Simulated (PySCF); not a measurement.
## Vertical excitation energies

Compound: C₄H₅B₂F.
Bonds: F1–B2, B2–C3, C3–C4 (double), C4–B5, B5–C6, C6–C7 (double), B2–C7. Hydrogens: H8 on C3; H9 on C4; H10 on B5; H11 on C6; H12 on C7.

Computed, not measured: PySCF 2.14.0, density-fitted response routines, TDDFT PBE0/def2-SVPD, vertical, gas phase, core orbitals frozen in the response. Geometry: PBE0-D3(BJ)/def2-SVP; no solvent, vibrations or thermal averaging.

Question: List the vertical singlet excitations with oscillator strengths and describe the spectrum.

Answer: 

| state | E (eV) | λ (nm) | f | main configurations (H = HOMO, L = LUMO) |
| --- | --- | --- | --- | --- |
| S1 | 3.25 | 381.5 | 0.0001 | H-1→L (96%) |
| S2 | 3.32 | 373.0 | 0.0016 | H→L (96%) |
| S3 | 4.21 | 294.3 | 0.0013 | H-2→L (89%), H-3→L (10%) |
| S4 | 5.18 | 239.5 | 0.133 | H-3→L (80%), H→L+1 (11%), H-2→L (9%) |
| S5 | 5.41 | 229.2 | 0.0000 | H-4→L (98%) |
| S6 | 5.82 | 212.9 | 0.0009 | H-5→L (92%) |
| S7 | 6.49 | 191.0 | 0.0010 | H-1→L+1 (92%) |
| S8 | 7.05 | 175.8 | 0.0001 | H-1→L+2 (49%), H-6→L (39%) |
| S9 | 7.25 | 171.1 | 0.0003 | H-6→L (48%), H-1→L+2 (46%) |
| S10 | 7.40 | 167.5 | 0.496 | H→L+1 (85%), H-3→L (8%) |

Triplets, Tamm–Dancoff:

```
state  E (eV)  λ (nm)  main configurations (H = HOMO, L = LUMO)
   T1    2.28   543.1                                 H→L (95%)
   T2    2.84   436.9                               H-1→L (98%)
   T3    3.38   366.7     H-3→L (68%), H→L+1 (18%), H-2→L (13%)
   T4    3.78   327.6                  H-2→L (82%), H-3→L (14%)
```

The lowest singlet lies at 3.25 eV (382 nm, visible) and is dark (f under 0.0005); its leading configuration is HOMO-1→LUMO (96%). The strongest level in the table is S10 at 7.40 eV (167 nm, f = 0.496). It is the last of those listed, so stronger ones may follow. Löwdin shares by element: HOMO carbon 84% (atoms not listed hold the other 16%); LUMO boron 36%, carbon 26% or more (atoms not listed hold the other 38%). The listed states span 4.15 eV, and the widest gap between neighbours is 0.97 eV (S3 to S4). Weighted by f, the mean energy of these states is 6.92 eV. Of the 10 states listed, 2 reach f = 0.01 and 4 stay under 0.0005. S1 lies in the visible range (380 to 750 nm), at 382 nm, dark in the vertical dipole picture (f under 0.0005); light of that wavelength is violet, and its complementary colour is yellow-green; a Tamm–Dancoff triplet lies at 543 nm, without intensity as long as spin–orbit coupling is left out. The vertical ionisation energy (ΔSCF) is 9.89 eV, 2.49 eV above S10. Only the lowest 10 singlets were computed, as vertical energies without vibronic structure.

On Arm Neoverse V2, one thread, no GPU, shared host with 96 logical CPUs at a one-minute load of 11, this took 55 s of wall time and 0.86 GiB of memory at its peak.
